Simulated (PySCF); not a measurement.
Vertical excitations of a molecule C2H7AlFN from TDA-PBE/def2-SVPD in PySCF, as energy in eV (oscillator strength): 4.65 (0.025), 5.81 (0.124), 5.85 (0.010), 6.12 (0.008), 6.62 (0.167), 6.96 (0.003), 7.01 (0.008), 7.10 (0.031), 7.36 (0.004), 7.46 (0.004). Lowest triplet (TDA): 4.39 eV. Geometry optimised at B3LYP-D3(BJ)/def2-SVP. One conformer was computed; it need not be the lowest.

**Question.** Which structure fits?
A) C[N](C)[AlH][F]
B) C[CH2][Al]([NH2])[F]
C) C[NH][Al]([CH3])[F]

**Answer.** C, C[NH][Al]([CH3])[F]
